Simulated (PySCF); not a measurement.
Can point charges reproduce the dipole moment of `C1[C@H]2N[C@H](CC2)C1`?

Coordinates (PBE0-D3(BJ)/def2-SVP, Å) and charges (e) from the PBE0/pcSseg-1 density (PySCF):

| atom | x | y | z | Mulliken | IAO | Hirshfeld | ESP-fitted |
| --- | --- | --- | --- | --- | --- | --- | --- |
| C1 | -1.208 | 0.143 | 0.933 | -0.1609 | -0.2856 | -0.0801 | -0.1708 |
| C2 | -1.055 | 0.963 | -0.371 | -0.1609 | -0.2856 | -0.0803 | -0.1754 |
| C3 | 0.041 | 0.167 | -1.115 | -0.1827 | -0.0126 | +0.0106 | +0.1718 |
| C4 | 1.388 | 0.422 | -0.426 | -0.1348 | -0.2637 | -0.0739 | -0.2053 |
| C5 | 1.235 | -0.399 | 0.879 | -0.1349 | -0.2637 | -0.0739 | -0.1616 |
| C6 | -0.174 | -0.985 | 0.716 | -0.1827 | -0.0127 | +0.0108 | +0.1832 |
| N7 | -0.192 | -1.230 | -0.730 | -0.3679 | -0.4261 | -0.1785 | -0.7013 |
| H8 | -1.009 | 0.731 | 1.842 | +0.1181 | +0.1298 | +0.0348 | +0.0712 |
| H9 | -2.222 | -0.275 | 1.034 | +0.1186 | +0.1285 | +0.0321 | +0.0590 |
| H10 | -0.771 | 2.011 | -0.194 | +0.1181 | +0.1297 | +0.0347 | +0.0723 |
| H11 | -1.989 | 0.976 | -0.955 | +0.1186 | +0.1285 | +0.0320 | +0.0628 |
| H12 | 0.054 | 0.318 | -2.204 | +0.1004 | +0.1346 | +0.0413 | +0.0541 |
| H13 | 2.213 | 0.039 | -1.043 | +0.1274 | +0.1399 | +0.0374 | +0.0961 |
| H14 | 1.567 | 1.493 | -0.250 | +0.1150 | +0.1271 | +0.0349 | +0.0815 |
| H15 | 1.328 | 0.208 | 1.791 | +0.1150 | +0.1271 | +0.0349 | +0.0684 |
| H16 | 1.981 | -1.205 | 0.932 | +0.1274 | +0.1399 | +0.0373 | +0.0877 |
| H17 | -0.358 | -1.892 | 1.310 | +0.1004 | +0.1346 | +0.0414 | +0.0460 |
| H18 | -1.118 | -1.537 | -1.032 | +0.1660 | +0.2304 | +0.1043 | +0.3603 |

**Question.** What dipole does each set of charges give (1 e·Å = 4.803 D), and what does the density give?

**Answer.** The full density gives (-0.88, 0.70, 0.34) D, 1.17 D in size; dipole vectors point from the negative to the positive end.

| scheme | μx | μy | μz | size (D) | share of the full size (%) | angle to the full dipole (°) |
| --- | --- | --- | --- | --- | --- | --- |
| Mulliken | 0.23 | 2.22 | 1.42 | 2.64 | 226 | 54 |
| IAO | -0.37 | 0.70 | 0.40 | 0.89 | 76 | 24 |
| Hirshfeld | -0.23 | 0.14 | 0.06 | 0.27 | 23 | 8 |
| ESP-fitted | -0.86 | 0.71 | 0.36 | 1.17 | 100 | 2 |

**Question.** Which set comes closest?

**Answer.** Length of the difference vector: ESP-fitted 0.04 D, IAO 0.51 D, Hirshfeld 0.90 D, Mulliken 2.17 D. Closest: ESP-fitted. 

**Question.** What is left for the Hirshfeld atoms' own dipoles?

**Answer.** The Hirshfeld atoms' densities add up to the full density, so μ = Σ q r + Σ (atomic dipoles). The atomic dipoles sum to (-0.88, 0.70, 0.34) − (-0.23, 0.14, 0.06) = (-0.65, 0.56, 0.28) D, 0.90 D in size.

**Question.** With the origin at the mean of the coordinates, (-0.016, -0.003, 0.062) Å, which are the largest single terms, by size, of the Mulliken dipole along the direction of the full one?

**Answer.** N7 +1.46, H16 -1.20, H13 -1.20, H9 +1.01, H11 +1.01 D; all 18 atoms together +1.56 D. The single terms depend on the origin, their sum doesn't.

**Question.** Give the size of the full dipole in other units.

**Answer.** 1.17 D = 0.461 au = 0.244 e·Å = 3.91 × 10⁻³⁰ C·m.

Isolated species at its PBE0-D3(BJ)/def2-SVP geometry, gas phase.
